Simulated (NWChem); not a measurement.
System: Si$_{2}$N$_{2}$H$_{8}$; SMILES N[SiH2][SiH2]N

```xyz
12

Si    -0.5681    -1.2288    -0.2093
N      0.9990    -1.7476     0.3208
Si    -0.4974     1.0735     0.2415
N      1.1076     1.5591    -0.2642
H     -1.6540    -1.9375     0.5400
H     -0.8710    -1.4576    -1.6687
H      1.7414    -1.0566     0.2669
H      1.3446    -2.6873     0.1651
H     -1.6412     1.8163    -0.3948
H     -0.5723     1.3451     1.7106
H      1.3366     1.4726    -1.2500
H      1.4724     2.4381     0.0907
```
Atoms are numbered in this order, from 1.

Results from NWChem. Pople sets run with spherical d functions. Structure relaxed at the PBE0/def2-SVP level. Level: PBE0/6-31+G*; the question gives the wavelength of the field.

Question: What does the run give for field 1065 nm? Quantities: isotropic polarisability (bohr³); anisotropy (bohr³).

Answer: 
```yaml
isotropic polarisability (bohr³): 69.8
anisotropy (bohr³): 13.0
```
